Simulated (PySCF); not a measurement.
Run record for `CCCc1ccsn1`: PBE0/def2-SVPD, IEF-PCM dichloromethane, start guess atom, full TDDFT, 12 singlets.

Method: TDDFT PBE0/def2-SVPD, vertical, IEF-PCM dichloromethane (non-equilibrium linear response), core orbitals frozen in the response (PySCF 2.14.0, density-fitted response routines). Geometry: GFN2-xTB. The command runs a driver script over a list of jobs; the input below is this job's line of settings and its coordinates in Å.

Command:
```bash
OMP_NUM_THREADS=1 python probes_run.py task.json out
```

Input:
```
{"job": {"kind": "uv", "xc": "PBE0", "basis": "def2-SVPD", "solvent": "dichloromethane", "nstates": 12, "ntriplets": 2, "tda": false, "scf": {"guess": "atom"}}, "charge": 0, "multiplicity": 1}
C     -1.905039     0.575197     0.801915
C     -1.438499     0.380489    -0.634518
C     -0.518613    -0.839836    -0.775533
C      0.769442    -0.629505    -0.051582
C      1.820956     0.205976    -0.507707
C      2.844118     0.208894     0.390013
S      2.442172    -0.803438     1.715417
N      0.986722    -1.208961     1.101676
H     -2.538174     1.456172     0.880964
H     -1.053777     0.698679     1.467130
H     -2.472647    -0.290182     1.135945
H     -0.906617     1.273118    -0.972476
H     -2.305488     0.242174    -1.283918
H     -0.306599    -1.013358    -1.833468
H     -1.012871    -1.720522    -0.364372
H      1.806323     0.751818    -1.432966
H      3.781594     0.725315     0.353571
```

Output:
```
final grid: 138336 points
cycle   1  E = -685.7743268968  dE =  2.818e+00  |g| = 1.254e+00  |ddm| = 8.045e+00
cycle   2  E = -685.4073109721  dE =  3.670e-01  |g| = 1.689e+00  |ddm| = 5.377e+00
cycle   3  E = -686.1875174967  dE = -7.802e-01  |g| = 2.184e-01  |ddm| = 3.525e+00
cycle   4  E = -686.1967373890  dE = -9.220e-03  |g| = 1.256e-01  |ddm| = 6.725e-01
cycle   5  E = -686.2006496682  dE = -3.912e-03  |g| = 3.226e-02  |ddm| = 2.807e-01
cycle   6  E = -686.2008917192  dE = -2.421e-04  |g| = 1.212e-02  |ddm| = 7.931e-02
cycle   7  E = -686.2009254355  dE = -3.372e-05  |g| = 3.176e-03  |ddm| = 2.563e-02
cycle   8  E = -686.2009278367  dE = -2.401e-06  |g| = 9.901e-04  |ddm| = 6.503e-03
cycle   9  E = -686.2009281153  dE = -2.786e-07  |g| = 2.441e-04  |ddm| = 2.617e-03
cycle  10  E = -686.2009281325  dE = -1.720e-08  |g| = 7.815e-05  |ddm| = 8.062e-04
cycle  11  E = -686.2009281344  dE = -1.887e-09  |g| = 2.062e-05  |ddm| = 2.293e-04
cycle  12  E = -686.2009281345  dE = -1.189e-10  |g| = 6.915e-06  |ddm| = 5.898e-05
converged SCF energy = -686.2009281345

Static polarisability (au): isotropic 123.064, principal 95.385 122.468 151.339

Singlet excitations
state   eV       nm        f      main configurations
  1   5.6133    220.9   0.21999   H->L 0.92
  2   5.7927    214.0   0.00375   H-2->L 0.95
  3   6.0920    203.5   0.00011   H->L+1 0.94
  4   6.2721    197.7   0.06352   H-1->L 0.92
  5   6.7675    183.2   0.00201   H-1->L+1 0.96
  6   7.0316    176.3   0.02117   H->L+2 0.83, H->L+3 0.10
  7   7.1908    172.4   0.02738   H-2->L+1 0.92
  8   7.2958    169.9   0.00516   H-3->L 0.51, H-4->L 0.24, H-6->L 0.14
  9   7.3292    169.2   0.18628   H->L+3 0.83, H->L+2 0.10
 10   7.5103    165.1   0.01223   H-3->L 0.34, H->L+4 0.33, H-4->L 0.24
 11   7.5654    163.9   0.02313   H-1->L+2 0.47, H-4->L 0.21, H->L+4 0.14
 12   7.5823    163.5   0.00689   H->L+4 0.37, H-1->L+2 0.32, H-4->L 0.20

Triplet excitations (Tamm-Dancoff, eV): 4.1562 4.3415
```

H and L stand for HOMO and LUMO; the number after each pair is its weight.

Problem. Give S1 in cm⁻¹ and kJ/mol.

Solution. 5.6133 eV × 8065.54 = 45274 cm⁻¹; × 96.485 = 541.6 kJ/mol.

Problem. Which computed singlet has the largest oscillator strength, and what do all of them sum to?

Solution. State 1 at 5.61 eV (221 nm), f = 0.220; the 12 states sum to 0.572.

In short: SCF converged in 12 cycles with 239 basis and 878 fitting functions; HOMO -7.32 eV, LUMO -0.85 eV; lowest singlet 5.61 eV; lowest triplet 4.16 eV (Tamm–Dancoff); mean polarisability 123.1 au.

The species at its GFN2-xTB geometry (one conformer only).

Hardware: one thread, Intel Xeon at 2.70 GHz (x86_64), no GPU, shared host with 64 logical CPUs at a one-minute load of 39. Cost: 92 s wall, 1.1 GiB resident at most.

Conformer computed: `[CH3:1][CH2:2][CH2:3][c:4]1[cH:5][cH:6][s:7][n:8]1`: C1–C2–C3–C4 -66°, C2–C3–C4–C5 -75°.
